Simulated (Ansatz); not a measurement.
Frontier orbitals of BH3OTe (`OB[TeH]`).

Total charge 0; spin multiplicity 1. Correlated methods include outer-core shells of Te, which these sets cover unevenly. Te: def2 effective core potential. All single points use the PBE0-D4/def2-TZVP geometry. It is one conformer, not always the lowest. Basis def2-TZVPP, Ansatz 0.2.0.

Orbital energies of one run (eV). Highest occupied ones, from the top: -6.36, -7.55, -9.55, -10.35, -11.15, -11.78, -15.79, -17.40, -28.72, -42.65, -42.66, -42.77, -42.87, -42.94. Empty: -0.95, -0.77, 0.93, 1.27, 2.47, 2.99.

Q: Which functional gave them?
A. B97M-V
B. BHLYP
C. LDA (SPW92)
D. r2SCANh

A: D. HOMO energies: r2SCANh -6.36, BHLYP -7.60, LDA (SPW92) -5.91, B97M-V -5.94 eV.
